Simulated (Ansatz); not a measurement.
A run for Ansatz (a quantum-chemistry and plane-wave program): R-PBE/def2-TZVPPD on CH3NOS (a complex), monomers drawn apart or pushed together. Files ending in .json are basis or fitting sets from the Basis Set Exchange.

Ansatz 0.2 input:
```yaml
crystal:
  periodic: [false, false, false]
  atoms:
    - {symbol: N, position_ang: [0.08141715, -0.08459136, 0.02662002]}
    - {symbol: H, position_ang: [0.71660553, 0.69713029, -0.08731696]}
    - {symbol: H, position_ang: [0.50144824, -0.88624045, -0.42973354]}
    - {symbol: H, position_ang: [-0.76990162, 0.13822243, -0.47619660]}
    - {symbol: O, position_ang: [1.19614131, 1.01917866, 2.49064518]}
    - {symbol: C, position_ang: [0.41951209, 0.23729025, 2.83842818]}
    - {symbol: S, position_ang: [-0.61977561, -0.80919854, 3.35122158]}
basis:
  gaussian:
    orbitals: def2-TZVPPD.json
hamiltonian:
  xc: {name: PBE}
scf: {lower_state_search: off}
```

Output:

```
WARN ansatz: RAYON_NUM_THREADS=2 ignored (pool sized by the plan → 2); use --threads N
Functional definition: PBE
these checks for a lower state are left out or cut short: stability, starts, cluster_reference, orbital_swaps, neighbouring_geometries, increment
integrals: 0.12 GiB planned
1032 factors; their error is unknown
mean field: 0.90 GiB planned
mean field evaluation 1: about -15436.2930 eV, gradient 8.9e1 eV
mean field evaluation 2: about -15306.4143 eV, gradient 2.1e2 eV
mean field evaluation 4: about -15447.5578 eV, gradient 4.6e1 eV
mean field evaluation 8: about -15451.4766 eV, gradient 7.4e-1 eV
mean field evaluation 16: about -15451.4620 eV, gradient 2.1e-4 eV
mean field -15451.46200630 eV, -567.8307553544 hartree, gradient 1.7e-6 eV, S^2 0.000000; 0 other end points of the search recorded, 0 dependent functions left out
reference -15451.46206790 eV, -567.8307576183 hartree; 20, 20 occupied and 196, 196 virtual orbitals, 1032 factors
Total energy: -15451.46206790 eV, -567.8307576183 hartree
Checks for a lower state left out: stability, starts, cluster_reference, orbital_swaps, neighbouring_geometries, increment
```

The run converged.

Cost: around 3 core-seconds (rough).
